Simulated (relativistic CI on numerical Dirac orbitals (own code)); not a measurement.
# Slater and spin-orbit integrals, Tm¹⁶⁺

Method of calculation: Dirac-Coulomb-Breit CI, KLI orbitals optimised for each configuration, model QED, unscaled Slater integrals (own radial code, finite nucleus).

Slater integrals F^k, G^k are unscaled and averaged over j, outside the closed core [Ar] 3d10 4p6 4d10; ζ comes from projecting the Hamiltonian with its Breit term on Σ l·s of the shell.

- 4s2 4f7: F^2(4f,4f) = 175450, F^4(4f,4f) = 112640, F^6(4f,4f) = 81813, ζ(4f) = 3597.3 cm⁻¹; <r>(4f) = 0.5766, <r^2>(4f) = 0.3906 (bohr units).
- 4s2 4f6 5s: F^2(4f,4f) = 178220, F^4(4f,4f) = 114530, F^6(4f,4f) = 83222, ζ(4f) = 3736.5, G^3(4f,5s) = 32309 cm⁻¹; <r>(4f) = 0.5691, <r^2>(4f) = 0.3802, <r>(5s) = 0.9886, <r^2>(5s) = 1.087 (bohr units).
- 4s2 4f5 5s2: F^2(4f,4f) = 181300, F^4(4f,4f) = 116640, F^6(4f,4f) = 84799, ζ(4f) = 3877.9 cm⁻¹; <r>(4f) = 0.561, <r^2>(4f) = 0.3689 (bohr units).

Averages of the first 5 configurations, taken without configuration mixing, which lowers the lowest level and can move excited configurations by several eV; other configurations of the list can lie among them:

```tsv
Configuration	Parity	States	Average energy above the lowest level (eV)
4s2 4f7	odd	3432	20.5
4s2 4f6 5s	even	6006	27.7
4s2 4f5 5s2	odd	2002	41.7
4s2 4f6 6s	even	6006	177.9
4f9	odd	2002	982.1
```
